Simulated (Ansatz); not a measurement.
Harmonic frequencies (cm⁻¹) at PBE0-D4/def2-TZVP from Ansatz: 55, 110, 126, 174, 230, 384, 460, 497, 566, 594, 670, 741, 771, 800, 848, 927, 939, 948, 954, 1016, 1068, 1387, 2214, 2217, 2223, 2236, 2242, 2438, 3051, 3108.

Each molecule was computed in one conformer, which needn't be the lowest.

**Question.** Which molecule is it?
A. `F/C=C1\CCS1`
B. `CNBN`
C. `C[C]([GeH3])=[Se]`
D. `[SiH3]C[SiH2][SeH]`

**Answer.** D.
